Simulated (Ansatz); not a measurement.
Relaxation of CH7FN2OSi (13 atoms, charge 0, multiplicity 1), to a largest force component of 0.015 eV/Å in at most 40 steps.

The calculation used RKS B3LYP-D4/def2-SVP (Ansatz).

```xyz
13
Properties=species:S:1:pos:R:3
N 0.003 -1.780 -1.065
C -0.197 -0.780 -0.050
O 0.586 -1.143 0.998
F -1.385 -0.797 0.395
N 0.158 0.468 -0.603
Si -0.152 1.976 0.142
H -0.419 -2.589 -0.705
H 0.988 -1.893 -1.154
H 0.002 -1.071 1.798
H 1.134 0.415 -0.812
H 0.502 1.962 1.487
H 0.460 3.020 -0.694
H -1.659 2.178 0.278
```

Question: Where does it end, and by what steps?

Answer: It converged. After 18 steps the energy has fallen by 1.039 eV; H8 moved furthest, 1.24 Å.

| step | energy less start (eV) | largest force component (eV/Å) | accepted |
| --- | --- | --- | --- |
| 0 | 0.0000 | 5.186 | yes |
| 1 | -0.6057 | 2.023 | yes |
| 2 | -0.7512 | 0.460 | yes |
| 3 | -0.8065 | 0.279 | yes |
| 4 | -0.8625 | 0.401 | yes |
| 5 | -0.8708 | 1.324 | yes |
| 6 | -0.9231 | 0.414 | yes |
| 7 | -0.9373 | 0.430 | yes |
| 8 | -0.9691 | 0.476 | yes |
| 9 | -0.9881 | 0.458 | yes |
| 10 | -1.0059 | 0.345 | yes |
| 11 | -1.0213 | 0.311 | yes |
| 12 | -1.0284 | 0.296 | yes |
| 13 | -1.0195 | 0.486 | no |
| 14 | -1.0371 | 0.068 | yes |
| 15 | -1.0382 | 0.126 | yes |
| 16 | -1.0390 | 0.026 | yes |
| 17 | -1.0391 | 0.015 | yes |
| 18 | -1.0391 | 0.008 | yes |

```xyz
13
Properties=species:S:1:pos:R:3
N -0.391 -1.645 -0.960
C -0.036 -0.884 0.174
O 0.774 -1.645 1.005
F -1.201 -0.577 0.908
N 0.522 0.393 -0.145
Si -0.305 1.924 0.045
H -0.297 -2.645 -0.806
H 0.086 -1.344 -1.801
H 0.898 -1.148 1.827
H 1.484 0.353 -0.462
H -0.564 2.293 1.467
H 0.643 2.920 -0.535
H -1.594 1.970 -0.699
```

Whether the end is a true minimum wasn't checked by a vibrational analysis.

Time of the run: 73 s on 2 threads of Arm Neoverse V2, on a shared host, peak memory 0.3 GiB.
